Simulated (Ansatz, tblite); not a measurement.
Cost and result up the ladder for SeOCl2 (SeCl2O) (4 atoms). Total charge 0; singlet. Geometry: B3LYP-D4/def2-SVP.

Cartesian coordinates in Å:
```
Se 0.672 -0.032 -0.047
O 0.380 -1.490 -0.646
Cl -0.604 1.418 -1.215
Cl -0.448 0.103 1.908
```

Ansatz on 4 threads of Intel Xeon on a shared host; xTB runs through tblite on one thread. Times are rough, summed over both states, and most runs start from the orbitals of an earlier one. No level here is sound enough to serve as a yardstick. The other state is a triplet.

The xTB rows come from tblite.

xTB has no spin-polarisation term.

| level | functions | wall time |
| --- | --- | --- |
| GFN2-xTB | 31 | 0.022 s |
| GFN1-xTB | 31 | 0.033 s |
| PBE-D4/def2-TZVP (with forces) | 153 | 15 s |
| r2SCAN-D4/def2-TZVP | 153 | 29 s |

Q: Estimate what each level gives for the vertical triplet (eV).

A: 
```json
{"level": "GFN2-xTB", "vertical triplet (eV)": "3.84"}
{"level": "GFN1-xTB", "vertical triplet (eV)": "4.24"}
{"level": "PBE-D4/def2-TZVP (with forces)", "vertical triplet (eV)": "3.48"}
{"level": "r2SCAN-D4/def2-TZVP", "vertical triplet (eV)": "3.46"}
```
